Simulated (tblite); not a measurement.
Compound: C6H12BFSi.
Numbering: `[CH3:1][B:2]([SiH2:3][CH2:4][F:5])[C@@H:6]1[C@@H:7]2[CH2:8][C@H:9]12` (hydrogens: H10, H11, H12 on C1; H13, H14 on Si3; H15, H16 on C4; H17 on C6; H18 on C7; H19, H20 on C8; H21 on C9)

Computed with GFN2-xTB (tblite), gas phase: L-BFGS steps from a force-field or distance-geometry start until the largest atomic force falls under 0.01 eV/Å.

Step 28: E = -722.2681 eV
```
atom  x, y, z in Å  |  force x, y, z in eV/Å
C1      0.1889   -1.9623   -0.8680    0.002  -0.020   0.035
B2      0.1115   -0.8258    0.2166   -0.124   0.088   0.027
Si3     1.7584   -0.0335    0.9506    0.014  -0.043  -0.035
C4      2.6880    0.8618   -0.4862    0.003   0.023  -0.018
F5      1.8556    1.8003   -1.0729   -0.011   0.008  -0.015
C6     -1.2938   -0.4161    0.7938   -0.093   0.025  -0.003
C7     -2.5089    0.0408    0.0248    0.017  -0.011  -0.056
C8     -1.9030    1.2996   -0.5155    0.029  -0.022   0.003
C9     -1.8329    0.9811    0.9451    0.086   0.049   0.014
H10     0.8442   -2.7589   -0.5200    0.051  -0.093  -0.059
H11     0.6379   -1.5956   -1.7913    0.015   0.025   0.018
H12    -0.7684   -2.4053   -1.1298   -0.045   0.006  -0.017
H13     1.6359    0.9708    2.0180   -0.004   0.013  -0.003
H14     2.7758   -0.9941    1.4269    0.007   0.009   0.010
H15     3.5743    1.4034   -0.1529    0.010   0.020   0.003
H16     2.9818    0.1811   -1.2894    0.015  -0.018   0.020
H17    -1.5419   -1.0734    1.6403    0.025   0.046  -0.030
H18    -3.5045   -0.3428   -0.0468    0.001  -0.033   0.007
H19    -1.0051    1.2433   -1.1179    0.065  -0.030   0.014
H20    -2.5738    2.0935   -0.8253   -0.014  -0.045   0.036
H21    -2.1291    1.5489    1.7994   -0.049   0.000   0.051
```

Step 29: E = -722.2703 eV
```
atom  x, y, z in Å  |  force x, y, z in eV/Å
C1      0.1844   -1.9601   -0.8680   -0.007  -0.011   0.044
B2      0.1065   -0.8271    0.2202   -0.078   0.111   0.020
Si3     1.7551   -0.0292    0.9459    0.035  -0.006  -0.020
C4      2.6918    0.8674   -0.4889   -0.007  -0.004   0.006
F5      1.8581    1.8006   -1.0837    0.017  -0.012  -0.011
C6     -1.2975   -0.4201    0.8004   -0.092   0.029  -0.009
C7     -2.5082    0.0373    0.0262    0.007   0.003  -0.069
C8     -1.8944    1.2924   -0.5133    0.037  -0.013   0.010
C9     -1.8359    0.9776    0.9489    0.091   0.063   0.004
H10     0.8397   -2.7589   -0.5233    0.043  -0.077  -0.073
H11     0.6326   -1.5859   -1.7892    0.008   0.001   0.028
H12    -0.7745   -2.4004   -1.1295   -0.030   0.000  -0.027
H13     1.6394    0.9755    2.0171   -0.006  -0.017  -0.034
H14     2.7686   -0.9960    1.4183    0.012   0.014   0.015
H15     3.5759    1.4133   -0.1523   -0.032  -0.003  -0.015
H16     2.9915    0.1805   -1.2860    0.007   0.022   0.029
H17    -1.5462   -1.0768    1.6447    0.005   0.018   0.009
H18    -3.5059   -0.3389   -0.0495   -0.006  -0.053   0.004
H19    -0.9906    1.2296   -1.1068    0.050  -0.021   0.011
H20    -2.5591    2.0880   -0.8305   -0.019  -0.036   0.029
H21    -2.1402    1.5480    1.7989   -0.034  -0.008   0.050
```

Task: Estimate the geometry and energy of step 30. (The exact step hangs on the optimiser's Hessian estimate; all steps are aligned on step 29, rigid shifts and turns removed.)

Result: E = -722.2722 eV, largest force 0.090 eV/Å
```
atom  x, y, z in Å  |  force x, y, z in eV/Å
C1      0.1807   -1.9591   -0.8670   -0.014  -0.001   0.043
B2      0.1010   -0.8265    0.2234   -0.010   0.088  -0.001
Si3     1.7530   -0.0259    0.9419    0.034   0.022  -0.004
C4      2.6948    0.8720   -0.4911   -0.016  -0.024   0.026
F5      1.8603    1.8007   -1.0925    0.034  -0.025  -0.010
C6     -1.3020   -0.4226    0.8056   -0.054   0.025  -0.006
C7     -2.5076    0.0349    0.0262   -0.007   0.023  -0.049
C8     -1.8867    1.2866   -0.5115    0.037   0.004   0.010
C9     -1.8369    0.9762    0.9518    0.053   0.055  -0.006
H10     0.8369   -2.7609   -0.5278    0.017  -0.041  -0.078
H11     0.6284   -1.5778   -1.7866   -0.004  -0.017   0.044
H12    -0.7799   -2.3966   -1.1300   -0.001  -0.001  -0.025
H13     1.6418    0.9791    2.0157   -0.006  -0.040  -0.056
H14     2.7632   -0.9974    1.4117    0.016   0.017   0.017
H15     3.5768    1.4214   -0.1522   -0.058  -0.016  -0.024
H16     2.9994    0.1803   -1.2827    0.002   0.047   0.028
H17    -1.5491   -1.0791    1.6484   -0.021  -0.006   0.041
H18    -3.5070   -0.3365   -0.0513    0.000  -0.054   0.000
H19    -0.9780    1.2185   -1.0978    0.028  -0.010   0.010
H20    -2.5478    2.0827   -0.8339   -0.015  -0.023   0.015
H21    -2.1502    1.5470    1.7992   -0.014  -0.021   0.027
```

The energy changes by -0.0019 eV. The first-order estimate −F·Δx gives -0.0027 eV and the mean of the old and new forces, exact on a quadratic surface, -0.0019 eV. The step makes an angle of 76° with the force vector and moves no atom by more than 0.019 Å.

What follows is the cost of the whole relaxation. Time: 3.0 s wall. Hardware: Arm Neoverse N1, one thread, shared host.
